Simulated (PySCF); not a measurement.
Two species compared at the same levels of theory.

First species: dimethyl carbonate, C3H6O3.
Structure used (PBE0-D3(BJ)/def2-SVP), in Å, numbered top down from 1:
```
atom  x, y, z in Å
C1     2.3141    0.0542    0.1392
O2     1.1000   -0.5628    0.5226
C3    -0.0004    0.0044    0.0416
O4    -0.0386    0.9696   -0.6746
O5    -1.0524   -0.6765    0.4817
C6    -2.3088   -0.1890    0.0516
H7     2.3698    1.0851    0.5199
H8     3.1162   -0.5514    0.5769
H9     2.4148    0.0821   -0.9559
H10   -3.0590   -0.8758    0.4602
H11   -2.3700   -0.1698   -1.0466
H12   -2.4855    0.8299    0.4276
```

Second species: C6H13As.
Structure used (PBE0-D3(BJ)/def2-SVP), in Å, numbered top down from 1:
```xyz
20
C6H13As angstrom
C      0.041   -0.123   -2.288
C      0.134   -0.001   -0.958
C      1.109   -0.817   -0.168
As     2.618    0.323    0.477
C     -0.743    0.964   -0.190
C     -2.173    0.457    0.020
C     -2.269   -0.848    0.794
H      0.656   -0.840   -2.840
H     -0.653    0.492   -2.869
H      0.639   -1.217    0.745
H      1.506   -1.658   -0.752
H      3.327    0.371   -0.872
H      3.472   -0.848    0.957
H     -0.782    1.927   -0.724
H     -0.286    1.176    0.792
H     -2.651    0.333   -0.967
H     -2.747    1.241    0.543
H     -1.768   -1.670    0.258
H     -1.803   -0.761    1.789
H     -3.318   -1.145    0.946
```

Levels: PBE0/def2-SVPD for dipole moment, HOMO energy, LUMO energy, HOMO–LUMO gap, static isotropic polarisability and electronic spatial extent ⟨r²⟩ about the centre of nuclear charge; TDDFT PBE0/def2-SVPD for lowest singlet excitation; TDA PBE0/def2-SVPD for lowest triplet excitation (Tamm–Dancoff); ΔSCF PBE0/def2-SVPD for vertical ionisation energy; PBE0-D3(BJ)/def2-SVP for rotational constant A and rotational constant C. Geometries: PBE0-D3(BJ)/def2-SVP. Each species is one conformer at its optimised geometry, gas phase, non-relativistic unless stated. Electronic properties by PySCF.

The conformers computed, where there is a choice (atom-mapped SMILES and torsion angles):
- `[CH3:1][O:2][C:3](=[O:4])[O:5][CH3:6]`: C1–O2–C3–O4 0°, O2–C3–O5–C6 180°
- `[CH2:1]=[C:2]([CH2:3][AsH2:4])[CH2:5][CH2:6][CH3:7]`: C1–C2–C3–As4 108°, C1–C2–C5–C6 78°, C2–C5–C6–C7 60°, H–As4–C3–C2 -77°, H–As4–C3–C2 -170°

Question: Which of the two has the higher ⟨r²⟩, and by how much?

Answer: The second: 1644 bohr² against 619 bohr², a difference of 1025 bohr².

Question: Which has the higher LUMO energy?

Answer: The first: 0.55 eV against -0.15 eV, a difference of 0.70 eV.

Question: Which has the higher vertical ionisation energy?

Answer: The first: 10.95 eV against 8.52 eV, a difference of 2.43 eV.

Question: Which of the two has the higher rotational constant A, and by how much?

Answer: The first: 10.549 GHz against 3.005 GHz, a difference of 7.544 GHz.

Question: Which has the higher HOMO–LUMO gap?

Answer: The first: 9.13 eV against 6.63 eV, a difference of 2.50 eV.

Question: Which of the two has the higher S1 energy, and by how much?

Answer: The first: 7.13 eV against 5.79 eV, a difference of 1.34 eV.

Question: Which of the two has the higher static isotropic polarisability, and by how much?

Answer: The second: 107.6 au against 49.5 au, a difference of 58.1 au.

Question: Which has the higher HOMO energy?

Answer: The second: -6.78 eV against -8.58 eV, a difference of 1.80 eV.

On the first: The polarisability is 7.34 Å³ as a volume (1 au = 0.148185 Å³), or 1.03 au for each of the 48 electrons. S1 lies 2.00 eV below the HOMO–LUMO gap; its leading configuration is HOMO→LUMO+1, weight 0.99.

On the second: The principal polarisabilities are 92.2, 107.1 and 123.7 au; their mean is the isotropic value. The dipole equals about 2.7 × 10⁻³⁰ C·m (1 D = 3.33564 × 10⁻³⁰ C·m). Relativistic effects, spin–orbit coupling among them, are left out although an element past zinc is present.
